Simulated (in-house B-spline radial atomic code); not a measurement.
**Ionising Ti7+ with different functionals**

Computed with an all-electron radial atomic-structure program (B-spline basis): scalar-relativistic (spin-free X2C) Hamiltonian, Fermi nucleus of rms radius 3.5921 fm, spin-polarised at highest spin, spherical fractional occupations for the functionals, the average over the highest-spin determinants for Hartree-Fock. The ionisation energy is the difference of two self-consistent energies, [Ne] 3s2 3p3 → [Ne] 3s2 3p2, without Breit or QED terms; ε is the level of the shell that loses the electron (its least bound occupied spin orbital).

Hybrids are left out here: with spherical fractional occupations of an open shell their exact exchange keeps a self-interaction that integer-occupation calculations don't have.

```tsv
method	rung	ΔSCF (eV)	-ε(3p) (eV)
Hartree-Fock	Hartree-Fock	168.56	169.11
LDA VWN5	LDA	169.01	157.44
LDA PW92	LDA	168.99	157.43
LDA exchange-only	LDA	167.51	156.00
PBE	GGA	169.17	157.64
PBEsol	GGA	169.02	157.48
BLYP	GGA	168.96	157.38
RPBE	GGA	169.18	157.67
PW91	GGA	169.29	157.76
BP86	GGA	169.19	157.64
AM05	GGA	168.95	157.40
OLYP	GGA	169.66	158.11
TPSS	meta-GGA	169.48	158.02
SCAN	meta-GGA	170.15	158.86
r2SCAN	meta-GGA	170.09	158.82
revTPSS	meta-GGA	169.37	157.91
```

Q: How do they compare with the NIST value?

A: NIST lists 170.5 eV ± 0.4 (semi-empirical, ground level to ground level). Errors run from -2.99 to -0.35 eV; SCAN is closest (-0.35 eV), though others lie within the uncertainty of it, and part of that can be cancellation, since the calculations leave out spin-orbit coupling, Breit-QED terms, multiplet and fine-structure energies. Hartree-Fock also lacks correlation.
